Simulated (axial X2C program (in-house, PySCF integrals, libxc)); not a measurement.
**Which molecule gave these maps?**

PBE0 fields computed with an axial X2C code built on PySCF integrals, 2c, near the equilibrium distance, one atom at z = 0.

The maps cover the half plane through the axis: z from -2.4 to 3.9 Å along the bond, ρ from 0.15 to 2.25 Å away from it (steps of 0.3 Å, the bottom row nearest the axis).

log10 of the density in e/bohr³:

digits 0 to 9 span -4.59 to 1.60 evenly
```
1122222222222222211000
1222333333333332221100
2223333333333333322110
2233344444444444332211
2233444555555554443221
2333455666555555543321
2334456777666666544322
2334567898666686554322
```

Electron localisation function (collinear form, no current term, damped to 0 at low density):

digits 0 to 9 span 0.00 to 1.00 evenly
```
0256776332111111000000
2567775322223332110000
4677653211135554321000
5665431100146776542100
5553222322247888764210
5432236777447888876410
4421258525647747887520
4321267444646090888631
```

Axial spin density in 10⁻³ e/bohr³:

digits 0 to 9 span -7.56 to 7.56 evenly, values beyond are clipped
```
5555555555555555555555
5555666666555555555555
5556677777655445555555
5566778898654445555555
5567787999654346766555
5667886698576349997655
5678999795999969999655
5679999895999959999755
```

**Question.** Which molecule is it?
A. ZrC
B. RfO⁺
C. MnGe
D. AtBr⁺

**Answer.** A. ZrC, with Zr at z = 0 and C at z = 1.777 Å, state Ω = 1 (⟨Sz⟩ = 1.00, ⟨Lz⟩ = 0.00 at PBE0), basis Zr dyall-cv3z [11s12p9d6f3g], C dyall-v3z [7s6p2d1f] (cores contracted in-house). The state is a single determinant with fixed occupations, the lowest that a limited PBE0 search found. Density functionals use the spin component along the axis (collinear). PBE0 can misorder states that lie within some tenths of an eV, so this need not be the ground state of the molecule. The nearest other 2c determinant of the search, Ω = 0, lies 0.37 eV up at the distance of the search. With several unpaired electrons one determinant need not be a pure state. Open-shell Ω = 0 determinants with evenly filled partner blocks cannot be reached by this program, so the Ω shown need not be the lowest component. The determinant is spin-polarised beyond a pure state at some levels (its spin-free form has ⟨S²⟩ too high), which makes Re and μ there less reliable.
